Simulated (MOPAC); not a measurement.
Input file for MOPAC: AM1 on N2 (SMILES N#N).

```
AM1 1SCF PRECISE CHARGE=0 THREADS=1
N2

N      1.20011498 1    -0.04338340 1     0.93901748 1
N      0.82041372 1     0.05478646 1    -0.07873401 1
```

It printed:

```
*******************************************************************************
 **                                                                           **
 **                              MOPAC v23.2.5                                **
 **                                                                           **
 *******************************************************************************
 ** MOPAC's Digital Object Identifier: https://doi.org/10.5281/zenodo.6511958 **
 **                                                                           **
 ** Please cite the open-source release paper for use of this MOPAC version:  **
 ** J. E. Moussa and J. J. P. Stewart (2026)                                  **
 ** MOPAC: An open-source semiempirical molecular orbital program             **
 ** J. Open Source Softw., 11(119), 8025, https://doi.org/10.21105/joss.08025 **
 *******************************************************************************

                              AM1 CALCULATION RESULTS

 *******************************************************************************
 *  AM1        - The AM1 Hamiltonian to be used
 *
 *
 *
 *                 CHARGE ON SYSTEM = 0
 *
 *
 *
 *  PRECISE    - TIGHTER CRITERIA TO BE USED
 *  1SCF       - DO 1 SCF AND THEN STOP
 *  THREADS=1  - MULTI-THREADING NOT USED
 *  T=         - A TIME OF 172800.0 SECONDS REQUESTED
 *  DUMP=N     - RESTART FILE WRITTEN EVERY 7200.0 SECONDS REQUESTED
 *******************************************************************************
AM1 1SCF PRECISE CHARGE=0 THREADS=1
 N2

   ATOM   CHEMICAL          X               Y               Z
  NUMBER   SYMBOL      (ANGSTROMS)     (ANGSTROMS)     (ANGSTROMS)

     1       N          1.20011498  *  -0.04338340  *   0.93901748  *
     2       N          0.82041372  *   0.05478646  *  -0.07873401  *



          CARTESIAN COORDINATES

    NO.       ATOM           X           Y           Z

     1         N          1.2001     -0.0434      0.9390
     2         N          0.8204      0.0548     -0.0787

  N: (AM1): M.J.S. DEWAR ET AL, J. AM. CHEM. SOC. 107 3902-3909 (1985)

           Empirical Formula: N2  =     2 atoms



      MOLECULAR POINT GROUP   :   D*h


      RHF CALCULATION, NO. OF DOUBLY OCCUPIED LEVELS = 5


 -------------------------------------------------------------------------------
 AM1 1SCF PRECISE CHARGE=0 THREADS=1
 N2



     1SCF WAS SPECIFIED, SO BFGS WAS NOT USED
     SCF FIELD WAS ACHIEVED


                              AM1 CALCULATION
                                                       MOPAC v23.2.5 Linux




          FINAL HEAT OF FORMATION =         11.66095 KCAL/MOL =      48.78943 KJ/MOL


          COSMO AREA              =         54.67 SQUARE ANGSTROMS
          COSMO VOLUME            =         36.89 CUBIC ANGSTROMS

          IONIZATION POTENTIAL    =         14.269437 EV
          HOMO LUMO ENERGIES (EV) =        -14.269  1.134
          NO. OF FILLED LEVELS    =          5
          MOLECULAR WEIGHT        =         28.0134         POINT GROUP:  D*h

          MOLECULAR DIMENSIONS (Angstroms)

            Atom       Atom       Distance
            N     2    N     1     1.09070
            N     2    N     1     0.00000
            N     1    N     2     0.00000


          SCF CALCULATIONS        =          1





   ATOM   CHEMICAL          X               Y               Z
  NUMBER   SYMBOL      (ANGSTROMS)     (ANGSTROMS)     (ANGSTROMS)

     1       N          1.20011498  *  -0.04338340  *   0.93901748  *
     2       N          0.82041372  *   0.05478646  *  -0.07873401  *

                             CARTESIAN COORDINATES

   1    N        1.200114980    -0.043383400     0.939017480
   2    N        0.820413720     0.054786460    -0.078734010


           Empirical Formula: N2  =     2 atoms



      MOLECULAR POINT GROUP   :   D*h


                  EIGENVALUES
 -41.84982 -21.36787 -16.41050 -16.41050 -14.26944   1.13428   1.13428   6.09433


              NET ATOMIC CHARGES AND DIPOLE CONTRIBUTIONS

  ATOM NO.   TYPE          CHARGE      No. of ELECS.   s-Pop       p-Pop
    1          N          -0.000000        5.0000     1.83815     3.16185
    2          N           0.000000        5.0000     1.83815     3.16185
 DIPOLE           X         Y         Z       TOTAL
 POINT-CHG.    -0.000     0.000    -0.000     0.000
 HYBRID         0.000    -0.000     0.000     0.000
 SUM           -0.000     0.000    -0.000     0.000


          ATOMIC ORBITAL ELECTRON POPULATIONS

     Atom    s        px        py        pz
    1  N   1.83815   1.01962   1.00131   1.14093
    2  N   1.83815   1.01962   1.00131   1.14093

 **********************
 *                    *
 * JOB ENDED NORMALLY *
 *                    *
 **********************




 == MOPAC DONE ==
```

The run finished.

Cost: about 0.020 core-seconds (a rough figure).
